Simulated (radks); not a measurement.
Spherical quantum dot in the effective-mass picture: electrons in a hard-walled sphere of radius 2.12, all in effective atomic units (hartree* = m*/eps^2 hartree, bohr* = eps/m* bohr), one dielectric constant everywhere. Method: non-relativistic Kohn-Sham, r2SCAN, spin-polarised, spherical densities, generalised Kohn-Sham scheme; computed with a radial shooting solver with Libxc functionals. Levels are named by radial order and angular momentum (1s, 1p, 1d, 2s, ...), and open shells are averaged over m. Results are scaled to m* = 0.144 and eps = 15.8, for which hartree* = 15.7 meV and bohr* = 5.806 nm.

N = 23, configuration 1s2 1p6 1d10 1f(up 5, down 0). This is the lowest configuration that the search found. Occupied and some empty levels:

| level | occupation | eigenvalue (meV) | <r> (nm) |
|---|---|---|---|
| 1s up | 1 | 239.66 | 7.769 |
| 1s down | 1 | 241.38 | 7.687 |
| 1p up | 3 | 250.69 | 8.261 |
| 1p down | 3 | 252.79 | 8.214 |
| 1d up | 5 | 268.52 | 8.629 |
| 1d down | 5 | 270.99 | 8.604 |
| 1f up | 5 | 292.23 | 8.919 |
| 1f down | 0 | 295.02 | 8.907 |
| 2s up | 0 | 297.47 | 5.565 |
| 2s down | 0 | 298.74 | 5.624 |
| 1g up | 0 | 321.30 | 9.156 |
| 1g down | 0 | 324.35 | 9.151 |
| 2p up | 0 | 330.33 | 6.450 |
| 2p down | 0 | 331.70 | 6.480 |
| 2d up | 0 | 368.40 | 7.018 |
| 2d down | 0 | 370.09 | 7.026 |

Energy (meV): total 3655.40, kinetic 1343.5, external 0, Hartree 2598.4, exchange-correlation -286.47.
